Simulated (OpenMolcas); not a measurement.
W4+: moving or changing the point charges

W4+ among 6 point charges of -1.7 e arranged as a tetragonal octahedron (D4h), 2.26 Å from the ion, with the axial distance 2.599 Å.

```yaml
Program: OpenMolcas
Method: CASSCF
Basis: ANO-RCC-VTZP [8s7p5d3f2g1h]
Scalar_Hamiltonian: DKH2, point nucleus
Active_space: 2 electrons in 5 orbitals (5d)
State_averaging: 2S+1 = 3 even, 10 roots; 2S+1 = 1 even, 15 roots
Spin-orbit_coupling: state interaction with AMFI integrals over the reference wave functions
```

Runs around this geometry, states (labels of D4, the rotations of D4h). Energies in cm-1 above the lowest state or level, χT in cm3 K/mol.

```json
{"R (Å)": "2.26", "q (e)": "-1.7", "Axial / equatorial distance": "1.06", "Ground state": "3A2", "First state of that spin": "3E 999.4", "First gap with spin-orbit (degeneracies)": "636.7 (1, 1)", "χT at 300 K": "0.071", "First state of another spin": "1B2 11247"}
{"R (Å)": "2.26", "q (e)": "-0.85", "Axial / equatorial distance": "1.15", "Ground state": "3A2", "First state of that spin": "3E 741.4", "First gap with spin-orbit (degeneracies)": "608.0 (1, 1)", "χT at 300 K": "0.136", "First state of another spin": "1B2 10692"}
{"R (Å)": "2.13", "q (e)": "-1.7", "Axial / equatorial distance": "1.15", "Ground state": "3A2", "First state of that spin": "3E 2475", "First gap with spin-orbit (degeneracies)": "1252 (1, 2)", "χT at 300 K": "0.048", "First state of another spin": "1B2 10699"}
{"R (Å)": "2.26", "q (e)": "-1.7", "Axial / equatorial distance": "1.15", "Ground state": "3A2", "First state of that spin": "3E 1930", "First gap with spin-orbit (degeneracies)": "1207 (1, 2)", "χT at 300 K": "0.063", "First state of another spin": "1B2 10676"}
{"R (Å)": "2.46", "q (e)": "-1.7", "Axial / equatorial distance": "1.15", "Ground state": "3A2", "First state of that spin": "3E 1331", "First gap with spin-orbit (degeneracies)": "1051 (1, 2)", "χT at 300 K": "0.093", "First state of another spin": "1B2 10605"}
```

Taking the first state of the same spin as R^-n, n = -ln(1331 / 2475) / ln(2.46 / 2.13) = 4.3 between the shortest and longest distance.

Scaling the charges by -0.85 / -1.7 = 0.50 scales the first state of the same spin by 741.4 / 1930 = 0.38; with fixed orbitals a first-order splitting would follow the charge.

Without dynamic correlation the repulsion within the d shell is too large (B by tens of per cent), so at a given field states of lower spin stand too high. Spin-orbit coupling mixes the spin-free states strongly: the lowest level takes only 54 % from its leading state, 3A2 (figures for R = 2.26, q = -1.7, ratio = 1.06; the like holds for R = 2.26, q = -0.85, ratio = 1.15, R = 2.13, q = -1.7, ratio = 1.15, R = 2.26, q = -1.7, ratio = 1.15, R = 2.46, q = -1.7, ratio = 1.15). This is an electrostatic model: the charges have no orbitals. No measured value stands beside these numbers.
